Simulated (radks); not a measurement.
Values are calculated unless marked as measured or tabulated.
The praseodymium ion Pr2+, configuration [Xe] 4f1 5d1 6s1 (not the ground configuration).

Level of theory: scalar-relativistic Kohn-Sham, PBEsol, spin-polarised, spherical densities, point nucleus; open shells are filled with parallel spins first (spin-orbit coupling, left out, can overturn this in heavy ions) (a radial shooting solver on a logarithmic mesh with Libxc functionals).

Energy parts (hartree):
total: -9232.9188
kinetic: 9806.2546
electron-nucleus: -22343.9298
Hartree: 3515.9161
exchange-correlation: -211.1596

Orbitals (lengths in bohr, moments of r in powers of bohr; r(90%) holds 90 % of the orbital's charge):
| orbital | occ. | eigenvalue (hartree) | r(90%) | <r> |
|---|---|---|---|---|
| 1s up | 1 | -1537.151 | 0.0435 | 0.02410 |
| 1s down | 1 | -1537.151 | 0.0435 | 0.02410 |
| 2s up | 1 | -248.2522 | 0.159 | 0.1031 |
| 2s down | 1 | -248.2500 | 0.159 | 0.1031 |
| 2p up | 3 | -222.2646 | 0.147 | 0.09057 |
| 2p down | 3 | -222.2629 | 0.147 | 0.09057 |
| 3s up | 1 | -54.51523 | 0.400 | 0.2725 |
| 3s down | 1 | -54.50218 | 0.400 | 0.2725 |
| 3p up | 3 | -46.28644 | 0.405 | 0.2706 |
| 3p down | 3 | -46.27337 | 0.405 | 0.2706 |
| 3d up | 5 | -34.72350 | 0.387 | 0.2477 |
| 3d down | 5 | -34.71261 | 0.387 | 0.2476 |
| 4s up | 1 | -11.75216 | 0.890 | 0.6200 |
| 4s down | 1 | -11.71777 | 0.890 | 0.6199 |
| 4p up | 3 | -9.04855 | 0.952 | 0.6554 |
| 4p down | 3 | -9.01411 | 0.952 | 0.6553 |
| 4d up | 5 | -5.17757 | 1.08 | 0.7173 |
| 4d down | 5 | -5.14271 | 1.08 | 0.7172 |
| 4f up | 1 | -1.05914 | 1.59 | 0.9494 |
| 4f down | 0 | -1.02281 | 1.58 | 0.9473 |
| 5s up | 1 | -2.26942 | 2.07 | 1.444 |
| 5s down | 1 | -2.23324 | 2.06 | 1.442 |
| 5p up | 3 | -1.56502 | 2.39 | 1.650 |
| 5p down | 3 | -1.52646 | 2.38 | 1.643 |
| 5d up | 1 | -0.69322 | 3.46 | 2.301 |
| 5d down | 0 | -0.64466 | 3.42 | 2.276 |
| 6s up | 1 | -0.60288 | 4.82 | 3.400 |
| 6s down | 0 | -0.54477 | 4.82 | 3.404 |

The highest occupied level is 6s up at -16.405 eV. The configuration is held as typed, so some empty levels lie below it. Summed over all electrons, <r^2> = 54.34 bohr^2, which gives a Langevin (diamagnetic) susceptibility term of -43 x 10^-6 cm^3/mol. The density falls to 0.001 e/bohr^3 at r = 4.41 bohr.
